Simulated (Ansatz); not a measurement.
`CC(F)[O][AlH2]` → `CO[CH2][AlH][F]`  (isomerisation)

Computed with Ansatz on PBE0-D4/def2-TZVP structures; ΔE is electronic, products minus reactants. CCSD(T)/CBS is the MP2 limit (def2-TZVPP, def2-QZVPP) plus CCSD(T) − MP2 in def2-TZVPP, frozen cores. Functionals use def2-TZVPP. One conformer a species, not always the lowest.

CCSD(T)/CBS gives -7.9 kJ/mol.

(1) Another level gave -10.4 kJ/mol. Which?
A. PBE0/def2-TZVPP
B. ωB97X-V/def2-TZVPP
C. HF/def2-TZVPP
D. PBE/def2-TZVPP

Largest T1 diagnostic among the species: 0.012.

Results:

(1) D. PBE -10.4, PBE0 -5.2, ωB97X-V 0.2, HF/def2-TZVPP 12.9 kJ/mol.

From PBE to PBE0 (25 % exact exchange), in def2-TZVPP and without D4, ΔE moves by +5.2 kJ/mol. In def2-TZVPP, CCSD(T) changes the Hartree–Fock value by −17.3 kJ/mol (the triples alone add −1.4 kJ/mol) and MP2 by −21.1 kJ/mol.

CCSD(T)/CBS has its own doubt, a few kJ/mol and more with outer-core shells, so smaller differences from it don't rank the levels.
